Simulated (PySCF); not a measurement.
C2H4BrCl. Atoms are numbered in the order given.

```xyz
8

C     -1.6701    -1.0322     0.2890
C     -0.2173    -0.6607     0.4806
Cl     0.8534    -1.7127    -0.5010
Br     0.0799     1.2406     0.0471
H     -1.9670    -0.9017    -0.7612
H     -1.8173    -2.0865     0.5707
H     -2.3080    -0.3982     0.9225
H      0.1143    -0.7608     1.5192
```
Charge 0, spin multiplicity 1.

The structure is a stationary point at B3LYP-D3(BJ)/def2-SVP.

These are TDA-PBE/def2-SVPD in PySCF values and carry that method's errors.

Vertical excitations. Isolated molecule, no solvent.

### Question
Estimate the UV-visible absorptions. (Estimate from the structure and the level; the computed values follow.)

### Answer

| state | energy (eV) | λ (nm) | f | main pairs |
|---|---|---|---|---|
| S1 | 5.38 | 230 | 0.002 | HOMO−1→LUMO 65 %, HOMO→LUMO 32 % |
| S2 | 5.43 | 228 | 0.018 | HOMO→LUMO 65 %, HOMO−1→LUMO 31 % |
| S3 | 5.83 | 213 | 0.002 | HOMO−2→LUMO 92 % |
| S4 | 6.12 | 203 | 0.012 | HOMO−3→LUMO 63 %, HOMO→LUMO+1 32 % |
| S5 | 6.34 | 196 | 0.003 | HOMO−1→LUMO+1 81 %, HOMO→LUMO+1 14 % |
| S6 | 6.48 | 191 | 0.049 | HOMO→LUMO+1 52 %, HOMO−3→LUMO 29 %, HOMO−1→LUMO+1 13 % |
| S7 | 6.88 | 180 | 0.043 | HOMO→LUMO+2 99 % |
| S8 | 6.95 | 179 | 0.049 | HOMO−1→LUMO+2 99 % |
| S9 | 7.18 | 173 | 0.003 | HOMO−2→LUMO+1 95 % |
| S10 | 7.33 | 169 | 0.016 | HOMO−3→LUMO+1 89 % |
| T1 | 4.76 | 261 | 0 | HOMO→LUMO 99 % |
| T2 | 4.81 | 258 | 0 | HOMO−1→LUMO 99 % |
| T3 | 5.55 | 223 | 0 | HOMO−2→LUMO 82 %, HOMO−3→LUMO 16 % |
| T4 | 5.64 | 220 | 0 | HOMO−3→LUMO 80 %, HOMO−2→LUMO 16 % |
Triplets are in the Tamm–Dancoff approximation.
